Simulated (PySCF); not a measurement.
C₂H₇AlOS, SMILES [S]([Al]([CH3])[OH])C. Coordinates come from a TPSSh-D3(BJ)/def2-SVP optimisation. One conformer was computed; it need not be the lowest.

Computed equilibrium geometry at TPSSh-D3(BJ)/def2-SVP (PySCF confirms it by a frequency run) as bond lengths and angles, and its point group (one conformer of several):
point group Cs.
Atoms: Al1 C2 H3 H4 H5 O6 H7 S8 C9 H10 H11 H12. Bonds (Å): Al1–C2 1.955, Al1–O6 1.716, Al1–S8 2.180, C2–H3 1.103, C2–H4 1.104, C2–H5 1.104, O6–H7 0.963, S8–C9 1.848, C9–H10 1.098, C9–H11 1.098, C9–H12 1.098. Angles (°): C2–Al1–O6 125.2, C2–Al1–S8 121.5, O6–Al1–S8 113.3, Al1–C2–H3 111.4, Al1–C2–H4 111.5, Al1–C2–H5 111.5, H3–C2–H4 107.6, H3–C2–H5 107.6, H4–C2–H5 107.0, Al1–O6–H7 126.4, Al1–S8–C9 101.9, S8–C9–H10 111.0, S8–C9–H11 108.3, S8–C9–H12 108.3, H10–C9–H11 109.9, H10–C9–H12 109.9, H11–C9–H12 109.5.
